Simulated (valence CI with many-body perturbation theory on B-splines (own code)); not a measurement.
## Level structure of Pm³⁰⁺

Computed by configuration interaction combined with many-body perturbation theory (CI+MBPT): three valence electrons over a frozen Dirac-Fock core [Ar] 3d10, a basis of 11 s, 11 p, 10 d, 8 f, 5 g, 2 h functions for each j, with the one-electron correlation potential Σ1 (screened to all orders), the two-electron term Σ2, the three-electron term Σ3, Breit, model QED; selected single and double excitations, second order for the rest, scaled by the run's own slope (own B-spline code, finite nucleus).

No measured spectrum was set against this ion. As an estimate, large intervals hold to a few tenths of a per cent, small ones and those within an open d or f shell to about a per cent.

Levels 136 to 178 of 178, with energies above the lowest level, (4s^2 4p1/2) J=1/2. "Leading %" is the weight of the configuration and term that name the level; weights of strongly mixed levels are sums over their largest components and can fall short, so below about 35 % the name and the second component can differ from the true leading terms, or belong to a minority configuration. In the jj column 3d3/2^4 stands for four electrons in 3d with j = 3/2. Lifetimes count E1, E2, E3, M1 and M2 decay at the calculated energies, and are blank where another channel may lead or the interval is too uncertain; long ones can be off by a factor of two.

```csv
No.,Configuration,Term,J,E (× 10³ cm⁻¹),Leading %,Second component,Lifetime,Leading jj
136,4p2.4f,2F°,7/2,3585.2,39,14 % 4p2.4f 4F°,2.76 ps,4p1/2 4p3/2 4f7/2 (43 %)
137,4p2.4f,4D°,5/2,3590.4,36,35 % 4p2.4f 2D°,2.92 ps,4p1/2 4p3/2 4f7/2 (50 %)
138,4p2.4f,4D°,3/2,3592.5,35,26 % 4p2.4f 2D°,3.27 ps,4p1/2 4p3/2 4f5/2 (70 %)
139,4p2.4f,4D°,1/2,3596.9,42,40 % 4p2.4f 2P°,3.57 ps,4p1/2 4p3/2 4f5/2 (80 %)
140,4s2.5s,2S,1/2,3607.7,98,,371 fs,4s^2 5s (98 %)
141,4p.4d2,2P°,1/2,3626.4,77,12 % 4p.4d2 4D°,3.09 ps,4p1/2 4d5/2^2 (82 %)
142,4p2.4f,2F°,5/2,3643.7,38,14 % 4p2.4f 2D°,4.18 ps,4p1/2 4p3/2 4f7/2 (71 %)
143,4p2.4f,2G°,9/2,3646.0,36,29 % 4p.4d2 2H°,3.11 ps,4p1/2 4p3/2 4f5/2 (37 %)
144,4p2.4f,2D°,3/2,3659.2,45,25 % 4p2.4f 2P°,2.65 ps,4p1/2 4p3/2 4f7/2 (66 %)
145,4p.4d2,2G°,7/2,3671.7,30,16 % 4p2.4f 2F°,1.99 ps,4p1/2 4p3/2 4f7/2 (27 %)
146,4p.4d2,4G°,11/2,3707.7,88,7 % 4p2.4f 2H°,5.92 ps,4p3/2 4d5/2^2 (70 %)
147,4p.4d2,4G°,9/2,3710.6,39,24 % 4p.4d2 4F°,2.18 ps,4p3/2 4d3/2 4d5/2 (86 %)
148,4p.4d2,2D°,3/2,3712.1,31,20 % 4p.4d2 4F°,1.42 ps,4p3/2 4d3/2^2 (66 %)
149,4p.4d2,2F°,7/2,3712.3,40,23 % 4p.4d2 4F°,2.43 ps,4p3/2 4d3/2 4d5/2 (79 %)
150,4p.4d2,2F°,5/2,3723.4,28,22 % 4p.4d2 4D°,1.82 ps,4p3/2 4d3/2 4d5/2 (41 %)
151,4p.4d2,2D°,5/2,3725.0,30,27 % 4p.4d2 4D°,1.93 ps,4p3/2 4d3/2 4d5/2 (41 %)
152,4p.4d2,4F°,7/2,3729.7,20,18 % 4p.4d2 2F°,1.49 ps,4p3/2 4d3/2 4d5/2 (29 %)
153,4p.4d2,4D°,1/2,3734.2,54,16 % 4p.4d2 2S°,1.40 ps,4p3/2 4d3/2^2 (70 %)
154,4p.4d2,4D°,3/2,3741.1,58,10 % 4p.4d2 2D°,1.61 ps,4p3/2 4d3/2 4d5/2 (42 %)
155,4p.4d2,2F°,5/2,3744.0,28,19 % 4p.4d2 4D°,2.41 ps,4p3/2 4d3/2 4d5/2 (61 %)
156,4p.4d2,2G°,9/2,3747.9,35,18 % 4p2.4f 2H°,2.85 ps,4p3/2^2 4f5/2 (31 %)
157,4p.4d2,2S°,1/2,3748.9,38,27 % 4p.4d2 4D°,1.85 ps,4p3/2 4d3/2 4d5/2 (87 %)
158,4p.4d2,4D°,7/2,3752.8,57,13 % 4p.4d2 2F°,2.25 ps,4p3/2 4d3/2 4d5/2 (44 %)
159,4p.4d2,2H°,11/2,3755.7,64,29 % 4p2.4f 4G°,3.12 ps,4p3/2 4d3/2 4d5/2 (54 %)
160,4p.4d2,4S°,3/2,3769.7,30,24 % 4p.4d2 4P°,1.51 ps,4p3/2 4d3/2^2 (42 %)
161,4p.4d2,4P°,5/2,3772.8,44,18 % 4p.4d2 4D°,2.74 ps,4p3/2 4d5/2^2 (49 %)
162,4p.4d2,2G°,7/2,3777.1,24,17 % 4p.4d2 4D°,2.13 ps,4p3/2 4d3/2 4d5/2 (47 %)
163,4p.4d2,2G°,7/2,3792.6,17,15 % 4p.4d2 4D°,2.81 ps,4p3/2 4d5/2^2 (34 %)
164,4p.4d2,2D°,5/2,3804.9,50,18 % 4s.4d.4f 2D°,1.65 ps,4p3/2 4d3/2 4d5/2 (60 %)
165,4p.4d2,2G°,9/2,3805.1,34,32 % 4p.4d2 4F°,2.43 ps,4p3/2 4d5/2^2 (55 %)
166,4p.4d2,2D°,3/2,3806.8,27,20 % 4p.4d2 4S°,1.61 ps,4p3/2 4d3/2 4d5/2 (70 %)
167,4p2.4f,4F°,7/2,3814.7,11,11 % 4p.4d2 2F°,3.04 ps,4p3/2^2 4f7/2 (38 %)
168,4p.4d2,2P°,1/2,3819.6,54,24 % 4p2.4f 4D°,2.09 ps,4p3/2 4d5/2^2 (53 %)
169,4p.4d2,2F°,5/2,3829.0,56,18 % 4p2.4f 2F°,2.35 ps,4p3/2 4d3/2 4d5/2 (52 %)
170,4p2.4f,4F°,9/2,3837.6,40,18 % 4p2.4f 2G°,2.59 ps,4p3/2^2 4f7/2 (73 %)
171,4p.4d2,2D°,3/2,3842.4,46,11 % 4p.4d2 2P°,1.80 ps,4p3/2 4d3/2 4d5/2 (67 %)
172,4p2.4f,2D°,3/2,3844.1,41,18 % 4p2.4f 4F°,2.23 ps,4p3/2^2 4f5/2 (56 %)
173,4s.4d.4f,4H°,7/2,3852.9,94,,3.40 ps,4s 4d3/2 4f5/2 (90 %)
174,4p2.4f,4D°,5/2,3858.1,17,16 % 4p2.4f 4F°,1.72 ps,4p3/2^2 4f5/2 (64 %)
175,4p2.4f,4G°,11/2,3863.5,32,22 % 4p2.4f 2H°,2.75 ps,4p3/2^2 4f7/2 (54 %)
176,4s.4d.4f,4H°,9/2,3868.5,95,,3.66 ps,4s 4d3/2 4f5/2 (43 %)
177,4p.4d2,2F°,7/2,3870.1,15,13 % 4p2.4f 4F°,1.69 ps,4p3/2^2 4f5/2 (41 %)
178,4s2.5p,2P°,1/2,3872.5,80,11 % 4p.4d2 2P°,1.09 ps,4s^2 5p1/2 (80 %)
```

Where two levels of one J and parity lie close, their mixing, g and order are uncertain.
